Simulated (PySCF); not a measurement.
# RuHF + F₂ → RuF₂ + HF

Level: PBE0 in the def2-TZVP basis family, computed in PySCF with density fitting; scalar-relativistic core potentials for atoms from Rb on, none lighter, no spin–orbit coupling; open shells unrestricted.

```json
{"species": "RuHF", "state and structure": "quintet, Cs, Ru–F 1.897 Å, Ru–H 1.664 Å; F–Ru–H 153.8°", "E (Eh)": "-195.22851", "ZPE (kJ/mol)": "16.8", "H(298 K) − H(0) (kJ/mol)": "11.4", "S° (J/(mol K))": "269.4"}
{"species": "F₂", "state and structure": "singlet, D∞h, F–F 1.376 Å", "E (Eh)": "-199.40856", "ZPE (kJ/mol)": "6.6", "H(298 K) − H(0) (kJ/mol)": "8.7", "S° (J/(mol K))": "201.9"}
{"species": "RuF₂", "state and structure": "quintet, D∞h, Ru–F 1.866 Å (×2)", "E (Eh)": "-294.48914", "ZPE (kJ/mol)": "9.4", "H(298 K) − H(0) (kJ/mol)": "12.9", "S° (J/(mol K))": "275.1"}
{"species": "HF", "state and structure": "singlet, C∞v, H–F 0.920 Å", "E (Eh)": "-100.39188", "ZPE (kJ/mol)": "24.9", "H(298 K) − H(0) (kJ/mol)": "8.7", "S° (J/(mol K))": "173.6"}
```

**Question.** What is the electronic reaction energy?

**Answer.** At PBE0/def2-TZVP, ΔE = -640.5 kJ/mol from the differences of the total energies times 2625.5, downhill. Fluorination of this kind underlies dry etching and chamber cleaning.

**Question.** Add zero-point, thermal and entropy terms for 298.15 K and 1 bar.

**Answer.** ΔZPE = 10.9 and Δ[H(298) − H(0)] = 1.5 kJ/mol give ΔH° = -628.1 kJ/mol. ΔS° = -22.6 J/(mol K), so ΔG° = -628.1 − 298.15 × (-0.0226) = -621 kJ/mol.

Open d or f shells are single determinants, so the state found may not be the ground state. Each species is the lowest minimum found with this bonding; other isomers or fragments can lie lower.
